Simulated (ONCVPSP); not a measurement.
**u(r) = r·R(r): atom against pseudo-atom (silver (Ag))**

Columns: radius, all-electron u(r) and pseudo u(r) of the 4s shell (level -95.08 eV) of silver in the configuration [Ar] 3d10 4s2 4p6 4d10 5s1; LDA (Perdew-Zunger), scalar-relativistic, ONCV scheme, ONCVPSP 4.0.1.

| r (bohr) | all-electron | pseudo |
| --- | --- | --- |
| 0.093 | 0.4451 | 0.1531 |
| 0.185 | -0.2657 | 0.3082 |
| 0.278 | -0.6839 | 0.4692 |
| 0.370 | -0.4053 | 0.6290 |
| 0.463 | 0.1498 | 0.7832 |
| 0.555 | 0.6574 | 0.9176 |
| 0.648 | 1.0073 | 1.0233 |
| 0.740 | 1.1829 | 1.0876 |
| 0.833 | 1.2243 | 1.1062 |
| 0.925 | 1.1750 | 1.0796 |
| 1.018 | 1.0728 | 1.0134 |
| 1.110 | 0.9479 | 0.9192 |
| 1.203 | 0.8163 | 0.8065 |
| 1.295 | 0.6917 | 0.6897 |
| 1.388 | 0.5771 | 0.5769 |
| 1.480 | 0.4775 | 0.4774 |
| 1.573 | 0.3910 | 0.3909 |
| 1.665 | 0.3189 | 0.3188 |
| 1.758 | 0.2581 | 0.2580 |
| 1.850 | 0.2085 | 0.2084 |
| 1.943 | 0.1675 | 0.1674 |
| 2.035 | 0.1344 | 0.1344 |
| 2.128 | 0.1074 | 0.1073 |
| 2.220 | 0.0858 | 0.0858 |
| 2.313 | 0.0683 | 0.0683 |
| 2.405 | 0.0544 | 0.0544 |

**Question.** How many radial nodes do the two functions have?

**Answer.** The all-electron 4s function has n − l − 1 = 3 (the table is too coarse to show those close to the nucleus); the pseudo-wave has 0, since the states of the same l below it are removed with the core.

**Question.** At about which radius was the pseudo-wave matched?

**Answer.** 1.45 bohr, where the columns begin to agree (steps of 0.09 bohr).

**Question.** Where does each function peak?

**Answer.** Outermost all-electron maximum near 0.83 bohr, pseudo maximum near 0.83 bohr (to the table’s step).

**Question.** Is the pseudo-wave norm-conserving?

**Answer.** Yes: the ONCV scheme keeps the norm inside the radius equal to the all-electron one, which fixes the energy derivative of the logarithmic derivative at the level.
